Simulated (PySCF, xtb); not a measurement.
CHOS, SMILES [OH+]=C=S, charge +1.

Harmonic wavenumbers (cm⁻¹) from GFN2-xTB (xtb) at its own minimum, in rising order: 377, 398, 849, 942, 1943, 3206.

Problem. What does B3LYP-D3(BJ)/def2-TZVP run with PySCF give at its own minimum? (An estimate is asked for; the answer gives what the named calculation found.)

Solution. 444, 481, 922, 1022, 1928, 3556. Paired by order, the mean absolute difference is 111 cm⁻¹ and the zero-point energies are 11.0 and 11.9 kcal/mol.
